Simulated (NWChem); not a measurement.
System: CHCl₂F; SMILES ClC(Cl)F

```xyz
5

F      1.5952    -0.1809     0.0000
C      0.3872     0.4094     0.0000
Cl    -0.4994    -0.0603    -1.4819
Cl    -0.4994    -0.0603     1.4819
H      0.4963     1.4924     0.0000
```
Atoms are numbered in this order, from 1.

Results from NWChem. The geometry was optimised at B3LYP/6-31G* (spherical d). GIAO values for the isolated, static molecule; σ is the absolute isotropic shielding, δ = σ(reference) − σ with the isolated reference molecule computed at the same levels (13C: tetramethylsilane, 19F: trichlorofluoromethane, 1H: tetramethylsilane).

For level PBE/pcSseg-1:

δ F1 (ppm): -96.4
δ C2 (ppm): 132.5
σ Cl3 (ppm): 521.7

### Question
What are these values for level KT2/pcSseg-1?

### Answer
The δ F1 (ppm) is -98.8, the δ C2 (ppm) is 127.5 and the σ Cl3 (ppm) is 540.9.
